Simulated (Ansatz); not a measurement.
Na8Cl8⁺ (started as a model of: 2x2x4 NaCl rock-salt block), relaxed as a doublet with UKS PBE-D4/def2-SVP in Ansatz, starting from the PBE-D4/def2-SVP geometry of the neutral singlet. Force threshold 0.03 eV/Å.

The gap within one spin of the relaxed charge 1 doublet nearly closes, so an electron or hole may be smeared out by delocalisation error. The relaxation made no stability test and no search for a lower SCF solution.

Start:

```xyz
16

Na    2.702    1.685   -2.814
Cl    1.339   -0.422   -2.020
Na   -0.241   -2.141   -0.737
Cl   -1.700   -4.146    0.239
Cl    0.741    3.431   -2.796
Na   -0.638    1.487   -1.603
Cl   -2.346   -0.328   -0.662
Na   -3.520   -2.295    0.635
Cl    3.818    2.300   -0.518
Na    2.180    0.452    0.482
Cl    0.881   -1.514    1.727
Na   -0.897   -3.258    2.576
Na    1.715    3.867   -0.397
Cl    0.125    2.264    0.954
Na   -1.301    0.203    1.858
Cl   -2.858   -1.586    3.075
```

(1) Estimate the energy that the relaxation releases and the steps that it takes.

(2) Does the start keep its bonding?

(3) Predict the relaxed structure.

Answers

(1) 39.7 kJ/mol, in 6 steps; 2.4 min on 4 threads of Arm Neoverse V2 on a shared host. No frequencies were taken in this run, so the end may be a saddle point.

(2) By distances, no bond broke or formed, bridged metal pairs apart. The bond that changes most is Na1–Cl5, from 2.63 to 2.67 Å (atoms count from 1). Metal–metal contacts that move far: Na8–Na12 3.40 to 3.95 Å, Na1–Na13 3.40 to 3.95 Å.

(3) 
Cartesian coordinates in Å:
```
Na 2.801 1.560 -3.045
Cl 1.332 -0.390 -2.013
Na -0.225 -2.146 -0.740
Cl -1.768 -4.047 0.412
Cl 0.916 3.412 -2.681
Na -0.652 1.493 -1.597
Cl -2.331 -0.354 -0.647
Na -3.760 -2.274 0.490
Cl 3.687 2.374 -0.664
Na 2.186 0.437 0.482
Cl 0.848 -1.511 1.726
Na -0.727 -3.367 2.772
Na 1.686 4.082 -0.216
Cl 0.151 2.255 0.935
Na -1.309 0.217 1.856
Cl -2.834 -1.740 2.934
```
Bond lengths (bridged metal pairs left out): 28 × Cl–Na 2.65 to 2.77 Å.
